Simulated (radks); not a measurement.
The ruthenium ion Ru7+ is in [Kr] 4d(3/2: 1, 5/2: 0). Method: Dirac Kohn-Sham, PBE, spin-unpolarised, spherical densities, finite nucleus; Fermi nuclear charge, rms radius of each element as measured or else 0.836 A^(1/3) + 0.57 fm; computed with a radial shooting solver on a logarithmic mesh with Libxc functionals. Sub-shells are occupied by j as written (lower j first in brackets). One electron is removed from 4s1/2, 4p1/2, 4d3/2, 4p3/2 in turn, with full relaxation. Which removal costs least, and what does each cost?

Answer. 4d3/2 111.16 eV; 4p3/2 158.68 eV; 4p1/2 162.84 eV; 4s1/2 192.55 eV. The 4d3/2 electron leaves first.
